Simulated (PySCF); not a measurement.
## Löwdin shares of the frontier orbitals

Species: C3H8O4S.
SMILES with atom numbers: `[CH3:1][O+:2]([CH3:3])[CH2:4][S:5](=[O:6])(=[O:7])[O-:8]` (hydrogens: H9, H10, H11 on C1; H12, H13, H14 on C3; H15, H16 on C4)

Geometry (GFN2-xTB, Å), atoms numbered from 1 in this order:
```xyz
16
C3H8O4S angstrom
C      0.8091   -1.3120    0.4865
O      0.6652   -0.4459   -0.6683
C      1.3537    0.8194   -0.4979
C     -0.7408   -0.2123   -0.9410
S     -1.6784    0.6824    0.4615
O     -2.9948    0.7481   -0.1022
O     -0.9501    1.9322    0.5797
O     -1.4890   -0.2131    1.5881
H      0.5086   -2.3115    0.1732
H      1.8552   -1.3235    0.7821
H      0.1528   -0.9697    1.3003
H      0.7775    1.4779    0.1687
H      2.3521    0.6215   -0.1157
H      1.4257    1.2767   -1.4843
H     -0.8246    0.4081   -1.8278
H     -1.2298   -1.1694   -1.0924
```

The calculation used PySCF, TDDFT PBE0/def2-SVPD, vertical, gas phase, core orbitals frozen in the response.

Kohn–Sham orbitals with the atoms that hold most of them (Löwdin shares over 4%, at most four atoms; ? is withheld):

| orbital | ε (eV) | atoms |
| --- | --- | --- |
| HOMO-3 | -8.71 | O6 57%, O8 11%, O7 11%, S5 10% |
| HOMO-2 | -8.53 | O7 39%, O8 38%, S5 8% |
| HOMO-1 | -7.98 | C4 22%, O8 20%, O7 20%, O6 12% |
| HOMO | -7.32 | ? |
| LUMO | -0.39 | ? |
| LUMO+1 | 0.03 | C1 12%, C3 12%, O2 11%, H10 9% |
| LUMO+2 | 0.77 | O2 15%, H13 14%, H10 14%, S5 10% |

Problem. Which atoms hold the LUMO, and with what shares?

Solution. O2 (bonded to 3 C) 22%; C1 (bonded to O and 3 H) 14%; C3 (bonded to O and 3 H) 14%; C4 (bonded to O, S and 2 H) 10%. By element: carbon 38%, oxygen 22% or more.

Problem. Which atoms hold the HOMO, and with what shares?

Solution. O7 (bonded to S) 33%; O8 (bonded to S) 33%; O6 (bonded to S) 32%.

Problem. The HOMO–LUMO gap is 6.93 eV. Where does the response calculation put the lowest singlet, and from which orbitals?

Solution. S1 is at 5.94 eV (f = 0.0006), 0.99 eV below the gap, made of HOMO→LUMO (94%). 

Problem. Give energy, strength and leading configuration of S1, S2, S3, S4 and S5, and follow the Löwdin shares of the leading atoms from the occupied to the empty orbital.

Solution. 
- S1 (5.94 eV, f 0.0006), HOMO→LUMO (94%): O7 33% → at most 11%, O8 33% → at most 11%, O2 at most 3% → 22%, C1 at most 3% → 14%
- S2 (6.40 eV, f 0.014), HOMO-1→LUMO (92%): C4 22% → 10%, O8 20% → at most 11%, O2 at most 12% → 22%, C1 at most 12% → 14%
- S3 (6.45 eV, f 0.0001), HOMO→LUMO+1 (92%): O7 33% → at most 10%, O8 33% → at most 10%, C1 at most 3% → 12%, C3 at most 3% → 12%
- S4 (7.00 eV, f 0.018), HOMO-1→LUMO+1 (90%): C4 22% → at most 10%, O8 20% → at most 10%, C1 at most 12% → 12%, C3 at most 12% → 12%
- S5 (7.04 eV, f 0.0000), HOMO-2→LUMO (87%): O7 39% → at most 11%, O8 38% → at most 11%, O2 at most 4% → 22%, C1 at most 4% → 14%

Löwdin shares depend on the basis, the more so with diffuse functions.

One conformer stands for the species.
